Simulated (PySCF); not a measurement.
SMILES C[Si](C)(O)N[SiH2]C (GFN2-xTB optimised geometry):

```
20

Si    -1.787     0.695     0.000
C     -2.354     2.502     0.000
N     -0.062     0.695     0.000
Si     1.044    -0.637    -0.203
C      0.276    -2.157     0.634
C      2.738    -0.153     0.492
O      1.334    -0.928    -1.787
H     -2.275     0.004    -1.207
H     -2.313    -0.001     1.185
H     -1.976     3.043    -0.863
H     -2.020     3.027     0.890
H     -3.437     2.561    -0.025
H      0.373     1.593     0.131
H      0.163    -2.012     1.702
H     -0.711    -2.358     0.228
H      0.885    -3.043     0.483
H      2.674     0.122     1.539
H      3.156     0.687    -0.052
H      3.437    -0.977     0.407
H      0.617    -1.130    -2.383
```

Computed with PBE0/def2-SVP (PySCF).

Problem. What are the frontier orbital energies and the dipole moment?

Solution. HOMO-2 -8.61 eV, HOMO-1 -8.06 eV, HOMO -7.07 eV, LUMO 1.12 eV, LUMO+1 1.67 eV; dipole moment 1.01 D.

Meta-Löwdin charges at PBE0/def2-SVP: Si1 0.75, C2 -0.55, N3 -0.80, Si4 1.15, C5 -0.58, C6 -0.57, O7 -0.72, H8 -0.14, H9 -0.14, H10 0.12, H11 0.11, H12 0.12, H13 0.22, H14 0.12, H15 0.11, H16 0.12, H17 0.11, H18 0.12, H19 0.12, H20 0.33.
